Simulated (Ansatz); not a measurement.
`C=CC[N]([GeH3])CC=C` at its PBE0-D4/def2-TZVP geometry, where that method's forces vanish. Charge 0, multiplicity 1.

| atom | x (Å) | y (Å) | z (Å) |
| --- | --- | --- | --- |
| C1 | -1.230 | -1.409 | 1.365 |
| C2 | -1.767 | -1.398 | 0.154 |
| C3 | -1.434 | -0.450 | -0.963 |
| N4 | -0.399 | 0.524 | -0.747 |
| Ge5 | -0.694 | 1.999 | 0.304 |
| C6 | 0.958 | 0.186 | -1.127 |
| C7 | 1.767 | -0.506 | -0.070 |
| C8 | 2.836 | 0.028 | 0.504 |
| H9 | -0.448 | -0.713 | 1.648 |
| H10 | -1.556 | -2.119 | 2.116 |
| H11 | -2.554 | -2.112 | -0.085 |
| H12 | -1.173 | -1.041 | -1.853 |
| H13 | -2.367 | 0.066 | -1.234 |
| H14 | -2.192 | 2.319 | 0.174 |
| H15 | -0.336 | 1.809 | 1.793 |
| H16 | 0.187 | 3.125 | -0.268 |
| H17 | 1.484 | 1.103 | -1.420 |
| H18 | 0.911 | -0.446 | -2.024 |
| H19 | 1.420 | -1.488 | 0.239 |
| H20 | 3.391 | -0.490 | 1.278 |
| H21 | 3.197 | 1.012 | 0.215 |

Problem. For each bond, give half the difference of the two atoms' forces along it (eV/Å; positive pushes the atoms apart) under PBE-D4, r2SCAN-D4, B3LYP-D4, ωB97M-V in def2-TZVPP. (Estimate.)

Solution. Ansatz gave: 
```csv
bond,length (Å),PBE-D4,r2SCAN-D4,B3LYP-D4,ωB97M-V
C1–C2,1.325,0.36,0.17,0.08,-0.03
C1–H9,1.084,0.03,-0.06,-0.10,-0.04
C2–C3,1.502,-0.14,-0.01,0.11,0.19
C3–N4,1.437,0.02,0.11,0.13,0.17
C3–H12,1.100,0.13,-0.03,-0.12,-0.16
C3–H13,1.101,0.12,-0.03,-0.13,-0.15
N4–Ge5,1.835,0.18,0.00,0.11,-0.03
N4–C6,1.449,0.05,0.17,0.13,0.13
Ge5–H15,1.544,0.02,-0.06,-0.04,-0.08
C6–C7,1.500,-0.14,-0.01,0.11,0.19
C6–H18,1.099,0.12,-0.04,-0.12,-0.15
C7–H19,1.087,0.03,-0.06,-0.13,-0.10
C8–H20,1.084,0.01,-0.07,-0.08,-0.06
C8–H21,1.087,0.03,-0.05,-0.07,-0.05
```

B3LYP here is the variant with VWN-RPA as its local correlation; programs differ in this.
